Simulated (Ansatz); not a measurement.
Caution, from a PySCF single point (PBE0-D3(BJ)/def2-TZVPD) at this geometry: the highest occupied level lies above zero, so the state may not be bound. This singlet lies 0.67 eV below the relaxed triplet at the level B3LYP/aug-cc-pVTZ // PBE0-D3(BJ)/def2-TZVPD (Ansatz, an electronic-structure program).

A geometry relaxed with PBE0-D3(BJ)/def2-TZVPD run with Ansatz, charge -1, multiplicity 1:

```xyz
7

H     -2.4716     0.5856    -0.1434
N     -1.5586     0.1769    -0.1881
B     -0.3771     0.9328    -0.0060
C      2.0049    -0.4213    -0.1732
H      3.0563    -0.6056    -0.1689
C      0.9223     0.1571    -0.1047
H     -1.5761    -0.8255    -0.3754
```

Problem. Write the SMILES of this molecule.

Solution. `C#C[B-]N`
